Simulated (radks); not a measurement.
Results of a calculation; reference values are marked as such.
The krypton ion Kr+, 35 electrons, occupied as [Ar] 3d10 4s2 4p4 5p1 (not the ground configuration). Level of theory: Dirac Kohn-Sham, BLYP, spin-unpolarised, spherical densities, point nucleus; open shells fill j = l - 1/2 first (a radial shooting solver on a logarithmic mesh with Libxc functionals).

Unscreened Slater integrals over Kohn-Sham orbitals (eV). Large and small components are both included. Empty in this configuration: 5p3/2.

integral,value
"F0(5p1/2,5p1/2)",4.8241
"F0(5p1/2,4p3/2)",6.1528
"G2(5p1/2,4p3/2)",0.40932
"F0(5p1/2,4p1/2)",6.1649
"G0(5p1/2,4p1/2)",0.32147
"F0(5p1/2,4s1/2)",6.2491
"G1(5p1/2,4s1/2)",0.48610
"F0(5p1/2,5p3/2)",4.7906
"G2(5p1/2,5p3/2)",2.5856
"F0(4p3/2,4p3/2)",13.903
"F2(4p3/2,4p3/2)",7.2884
"F0(4p3/2,4p1/2)",14.033
"G2(4p3/2,4p1/2)",7.3494
"F0(4p3/2,4s1/2)",14.942
"G1(4p3/2,4s1/2)",9.9365
"F0(4p3/2,5p3/2)",6.0771
"F2(4p3/2,5p3/2)",1.3783
"G0(4p3/2,5p3/2)",0.31932
"G2(4p3/2,5p3/2)",0.40706
"F0(4p1/2,4p1/2)",14.167
"F0(4p1/2,4s1/2)",15.110
"G1(4p1/2,4s1/2)",10.146
"F0(4p1/2,5p3/2)",6.0889
"G2(4p1/2,5p3/2)",0.40823
"F0(4s1/2,4s1/2)",16.292
"F0(4s1/2,5p3/2)",6.1717
"G1(4s1/2,5p3/2)",0.49875
"F0(5p3/2,5p3/2)",4.7581
"F2(5p3/2,5p3/2)",2.5706
